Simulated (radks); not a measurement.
Task: The table gives one normalised radial function P(r) = r R(r) of C in [He] 2s2 2p1 3p1 (r in bohr). All-electron calculation, scalar-relativistic Kohn-Sham, r2SCAN, spin-polarised, spherical densities, finite nucleus; open shells are filled with parallel spins first; meta-GGA in the generalised Kohn-Sham scheme; Fermi nuclear charge, rms radius 2.4702 fm. Program: a radial shooting solver on a logarithmic mesh with Libxc functionals.

| r | P |
|---|---|
| 0.0293 | 0.6828 |
| 0.03785 | 0.8380 |
| 0.04851 | 1.0076 |
| 0.06266 | 1.1965 |
| 0.0803 | 1.3812 |
| 0.1037 | 1.5545 |
| 0.1329 | 1.6799 |
| 0.1717 | 1.7340 |
| 0.22 | 1.6855 |
| 0.2842 | 1.5149 |
| 0.3642 | 1.2425 |
| 0.4705 | 0.8940 |
| 0.6029 | 0.5579 |
| 0.7788 | 0.2808 |
| 0.998 | 0.1177 |
| 1.289 | 0.0352 |
| 1.652 | 0.0074 |
| 2.134 | 0.0009 |
| 2.735 | 0.0001 |
| 3.532 | 0.0000 |
| 4.527 | 0.0000 |
| 5.847 | 0.0000 |
| 7.493 | 0.0000 |
| 9.679 | 0.0000 |
| 12.4 | 0.0000 |
| 16.02 | 0.0000 |
| 20.53 | 0.0000 |

Which n and l does it have? It may be an empty orbital.

Result: n = 1, l = 0: the number of nodes gives n - l - 1 = 0, the rise at small r (about r^(l+1)) gives l, and the extent must fit the shell. The curve is that of 1s down; the table hardly tells the two spins apart. 1s down: eigenvalue -287.39 eV, 0 radial nodes, <r> = 0.269 bohr, 90 % of the charge inside 0.482 bohr.
